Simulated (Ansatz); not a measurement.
Reaction (ligand exchange at a Mo–O bond): `[NH2][Mo](=[O])(=[O])[OH]` + HCl → `[NH2][Mo](=[O])(=[O])[Cl]` + H₂O

Program: Ansatz. Geometries: PBE0-D4/def2-TZVP. ΔE: electronic, gas phase. CBS: MP2 limit from def2 TZ/QZ plus the TZ coupled-cluster correction, frozen cores. This one scheme is used for every species. DFT in def2-TZVPP. B3LYP here is the variant with VWN-RPA as its local correlation; programs differ in this. HSE06 is defined as in plane-wave codes. Elements past krypton have def2 core potentials. For Mo outer-core shells are correlated without core-valence functions, which leaves a few kJ/mol of doubt a bond. Each species was taken in one conformer, which may not be the lowest.

`[NH2][Mo](=[O])(=[O])[OH]`:

Z-matrix (Å, degrees):
```
Mo
O 1 1.679
O 1 1.680 2 111.8
N 1 1.923 2 108.2 3 -118.7
O 1 1.880 2 108.5 3 121.4
H 4 1.009 1 123.6 2 143.2
H 4 1.009 1 123.3 2 -22.5
H 5 0.960 1 122.3 2 -140.5
```

HCl:

```xyz
2

Cl    0.427   -0.111    0.463
H    -0.427    0.111   -0.463
```

`[NH2][Mo](=[O])(=[O])[Cl]`:

Z-matrix (Å, degrees):
```
Mo
O 1 1.674
O 1 1.674 2 110.6
N 1 1.913 2 108.4 3 118.8
Cl 1 2.266 2 109.6 3 -121.0
H 4 1.010 1 123.4 2 23.0
H 4 1.010 1 123.4 2 -143.1
```

H₂O:

Cartesian coordinates in Å:
```
O -0.283 0.162 -0.212
H 0.497 0.591 0.145
H -0.214 -0.753 0.067
```

```csv
level,ΔE (kJ/mol),difference from CCSD(T)/CBS
LDA (SPW92),-34.0,13.3
PBE-D4,-39.8,7.5
revPBE-D4,-40.2,7.1
BLYP-D4,-36.5,10.8
r2SCAN-D4,-38.8,8.5
PBE0-D4,-42.3,5.0
B3LYP-D4,-38.5,8.8
r2SCANh-D4,-39.9,7.4
r2SCAN0-D4,-41.2,6.1
HSE06-D4,-42.7,4.6
BHLYP-D4,-40.2,7.1
ωB97X-V,-33.9,13.4
ωB97M-V,-36.7,10.6
B2PLYP,-43.4,3.9
PBE-QIDH,-48.5,-1.2
PBE,-38.1,9.2
revPBE,-39.0,8.3
BLYP,-33.4,13.9
r2SCAN,-38.4,8.9
PBE0,-40.7,6.6
B3LYP,-35.6,11.7
r2SCANh,-39.5,7.8
r2SCAN0,-40.7,6.6
HSE06,-41.1,6.2
CAM-B3LYP,-30.4,16.9
LC-ωPBE,-30.9,16.4
HF/def2-SVP,-30.9,16.4
MP2/def2-SVP,-49.8,-2.5
CCSD/def2-SVP,-33.5,13.8
CCSD(T)/def2-SVP,-35.2,12.1
HF/def2-TZVPP,-34.4,12.9
MP2/def2-TZVPP,-59.6,-12.3
SCS-MP2/def2-TZVPP,-52.7,-5.4
CCSD/def2-TZVPP,-38.6,8.7
CCSD(T)/def2-TZVPP,-41.8,5.5
HF/def2-QZVPP,-35.8,11.5
SCS-MP2/def2-QZVPP,-56.2,-8.9
HF/CBS(def2),-36.0,11.3
MP2/CBS(def2),-65.1,-17.8
CCSD/CBS(def2),-44.1,3.2
CCSD(T)/CBS,-47.3,0
```

Problem. What do rigid-rotor, harmonic-oscillator terms from PBE0-D4/def2-TZVP frequencies (298.15 K, 1 bar) make of the CCSD(T)/CBS value? (Best estimate.)

Solution. Computed: ΔZPE = +8.2 kJ/mol, ΔH = -38.9 kJ/mol, ΔS = 3 J/(mol·K), ΔG = -39.8 kJ/mol.

Largest T1 diagnostic among the species: 0.025, so the coupled-cluster value is less sure than usual.

In def2-TZVPP, CCSD(T) changes the Hartree–Fock value by −7.4 kJ/mol (the triples alone add −3.2 kJ/mol) and MP2 by −25.2 kJ/mol. Leaving LDA and LC-ωPBE aside and taking each functional with its dispersion term where it has one, the values, not all of them listed here, spread over 16.4 kJ/mol, from PBE-QIDH to CAM-B3LYP-D4. LDA lies +4.2 kJ/mol from PBE without D4. From BLYP to BHLYP (50 % exact exchange), in def2-TZVPP and without D4, ΔE moves by −3.1 kJ/mol.
